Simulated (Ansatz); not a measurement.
Basis sets compared for Mg9S9 (started as a model of: Mg9S9 zinc blende bond rod). Total charge 0; singlet. Geometry PBE-D4/def2-SVP. Ansatz on 2 threads of AMD EPYC 7R13 on a shared host and a share (18 GiB) of an NVIDIA H100 80GB HBM3; times are rough, and most runs start from earlier orbitals.

```xyz
18

Mg   -0.353    2.155   -2.223
Mg    1.998    2.349    0.438
Mg   -1.159    1.850    0.889
Mg    2.337   -0.164   -2.053
Mg   -0.770   -1.037   -1.972
Mg    1.929   -0.813    1.084
Mg   -0.657   -0.543    2.997
Mg   -0.318   -3.058    0.505
Mg   -3.007   -0.738    0.336
S     0.166    3.626   -0.413
S     0.597    0.431   -3.578
S     3.584    0.678   -0.197
S    -2.217    0.935   -1.245
S     0.885    1.192    2.267
S    -2.732    0.469    2.379
S     1.332   -2.126   -1.021
S    -2.301   -2.726   -0.786
S     0.686   -2.478    2.595
```

Single mean-field runs in def2-TZVP are fitted with def2-universal-jkfit.

Binding counts from free atoms (Mg singlet, S triplet) in the same basis, without a counterpoise term.

```tsv
level	functions	energy (Eh)	HOMO (eV)	LUMO (eV)	binding per atom (eV)	wall time
PBE-D4/def2-SVP	324	-5381.2982	-5.88	-2.69	3.40	4.2 s
PBE0-D4/def2-SVP	324	-5381.7877	-6.96	-2.03	3.39	4.4 s
```

(1) Estimate the rows for PBE-D4/def2-TZVP (with forces), PBE0-D4/def2-TZVP.

## Answers

(1) 
```
                         level  functions  energy (Eh)  HOMO (eV)  LUMO (eV)  binding per atom (eV)  wall time
PBE-D4/def2-TZVP (with forces)        621   -5383.1454      -5.80      -2.63                   3.35      4.7 s
             PBE0-D4/def2-TZVP        621   -5383.6205      -6.86      -1.96                   3.34        6 s
```
